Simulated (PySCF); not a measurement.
**Telling isomers of C₇H₇N apart by NMR**

Theoretical values (PySCF 2.14): GFN2-xTB structure, shieldings: GIAO PBE0/pcSseg-1. No solvent, non-relativistic, one conformer, averaged over atoms made equivalent by symmetry, fast rotation or ring inversion.

Chemical shifts δ = σref − σ; ¹H (σ = 31.72 ppm), ¹³C (σ = 186.93 ppm) against TMS, all at this level. Where no couplings were computed, multiplicities follow the n + 1 count of equivalent neighbours, and m marks all less simple cases (inequivalent or close neighbours, rings, F or P nearby). Shifts are as computed. Against solution values, carbons near 30 ppm lie about +3 ppm off and those near 130 ppm about +5 ppm. Of 1211 compounds with measured shifts, 218 miss one by over three times the rms of a fit or turn the order of signals round; such compounds aren't used in these exercises. OH and NH positions are gas-phase values without hydrogen bonding to other molecules.

(1) Tabulate the signals of `CC#Cn1cccc1`, `[H]/N=C/C=C1C=CC=C1` and their relative energies.

(2) What is the quickest way to tell CC#Cn1cccc1 from [H]/N=C/C=C1C=CC=C1?

Answers

(1) 
| SMILES | carbon types | δC | δH | E rel. (kcal/mol) |
| --- | --- | --- | --- | --- |
| CC#Cn1cccc1 | 2×C 4×CH 1×CH3 | 127.8, 116.0, 80.1, 68.4, 4.0 | 6.84 (m, 2H), 6.37 (m, 2H), 2.21 (s, 3H) | 9.0 |
| [H]/N=C/C=C1C=CC=C1 | 1×C 6×CH | 171.9, 160.4, 148.3, 142.9, 140.5, 133.1, 124.1 | 12.50 (br s, 1H), 9.13 (d, 1H), 7.04 (d, 1H), 6.84 (m, 1H), 6.69 (m, 1H), 6.65 (d, 1H), 6.45 (d, 1H) | 0.0 |

Energies are electronic energies at PBE0/pcSseg-1 on these geometries, without zero-point or thermal terms, each for the one conformer computed, which needn't be the lowest.

(2) Count the carbon signals: 5 against 7. The first has an alkyne carbon (C) at 80.1 ppm, the second a fully substituted alkene carbon (C) at 160.4 ppm. Their most deshielded carbons lie at 127.8 and 171.9 ppm. In the proton spectra the most deshielded non-exchanging signals are 6.84 (m, 2H) and 9.13 (d, 1H).
